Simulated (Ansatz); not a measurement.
Gas-phase electronic energies from Ansatz, PBE0-D4/def2-TZVP geometries. CCSD(T)/CBS is the MP2 limit (def2-TZVPP, def2-QZVPP) plus CCSD(T) − MP2 in def2-TZVPP, frozen cores. This one scheme is used for every species. Functionals use def2-TZVPP. Elements past krypton have def2 core potentials. For W outer-core shells are correlated without core-valence functions, which leaves a few kJ/mol of doubt a bond. One conformer a species, not always the lowest.

Reaction (ligand exchange at a W–F bond): `[O]=[W]([OH])([F])=[S]` + NH₃ → `[NH2][W](=[O])([OH])=[S]` + H–F

```
             level  ΔE (kJ/mol)
            B97M-V         64.4
          PBE-QIDH         42.3
         CAM-B3LYP         56.7
RPA@PBE/def2-TZVPP         44.4
```

What does CCSD(T)/CBS give? (Estimate.)

Ansatz gave: +38.7 kJ/mol. The listed levels differ from it by 25.7, 3.6, 18.0, 5.7 kJ/mol.

Largest T1 diagnostic among the species: 0.023, so the coupled-cluster value is less sure than usual.

Leaving LDA and LC-ωPBE aside and taking each functional with its dispersion term where it has one, the values spread over 22.1 kJ/mol, from PBE-QIDH to B97M-V. LDA lies −11.7 kJ/mol from PBE without D4. At CCSD(T), def2-SVP lies +9.0 kJ/mol from the extrapolated value and def2-TZVPP +2.0 kJ/mol. The D4 term adds −6.9 kJ/mol with B3LYP and −3.8 kJ/mol with PBE0; it sums over pairs of atoms, weighted by their polarisabilities, and B3LYP, whose exchange is more repulsive, gets the larger term.

B3LYP here is the variant with VWN-RPA as its local correlation; programs differ in this.
